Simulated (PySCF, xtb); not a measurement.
H6NSi2, SMILES N([SiH3])[SiH2], multiplicity 2.

Harmonic wavenumbers (cm⁻¹) from GFN2-xTB run with xtb at its own minimum, in rising order: 13, 69, 196, 260, 544, 571, 579, 603, 708, 736, 762, 803, 828, 991, 1195, 2209, 2244, 2259, 2262, 2303, 3481.

### Question
What does r2SCAN-D4/def2-SVP (PySCF 2.14.0) give at its own minimum? (Estimate from the structure and the level; the computed values follow.)

### Answer
64, 119, 202, 420, 601, 648, 709, 745, 816, 889, 923, 932, 957, 990, 1186, 2154, 2196, 2198, 2217, 2246, 3565. Paired by order, the mean absolute difference is 82 cm⁻¹ and the zero-point energies are 33.8 and 35.4 kcal/mol.
